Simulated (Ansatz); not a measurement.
The same path of GaH$_{2}$OS (5 atoms, charge 0, multiplicity 2) was run twice with different band settings. The coordinate that changes most is the dihedral H4–O1–Ga2–S3.

The calculation used UKS B3LYP/def2-SVP in Ansatz 0.2.0.

Relaxed end points:

```xyz
5
Properties=species:S:1:pos:R:3
O -1.175 0.582 -0.409
Ga 0.468 0.176 0.176
S 1.050 -1.955 0.318
H -1.742 -0.166 -0.640
H 1.399 1.362 0.554
```

```xyz
5
Properties=species:S:1:pos:R:3
O -1.261 -0.093 -0.463
Ga 0.420 -0.015 0.152
S 1.363 -1.989 0.431
H -1.679 0.770 -0.586
H 1.157 1.327 0.465
```

Common settings: movable images 9; spring 5.0 eV/Å²; start path through a guess of the saddle point; force threshold 0.05 eV/Å; end points relaxed.

| run | climbing image | optimiser | iteration limit |
| --- | --- | --- | --- |
| 1 | yes | quadratic models (default) | 51 |
| 2 | from the first iteration | fire | 60 |

Problem. What does each run give, and how far can it be trusted?

Solution. Run 1: converged after 9 iterations, highest image 0.175 eV above the first end. A vibrational analysis at the climbing image gives one clearly imaginary mode, 370i cm⁻¹: a first-order saddle point.
Run 2: converged after 46 iterations, highest image 0.175 eV above the first end. Another band between the same ends (9 images) ends at a top of the same energy, where a vibrational analysis finds 1 clearly imaginary mode.
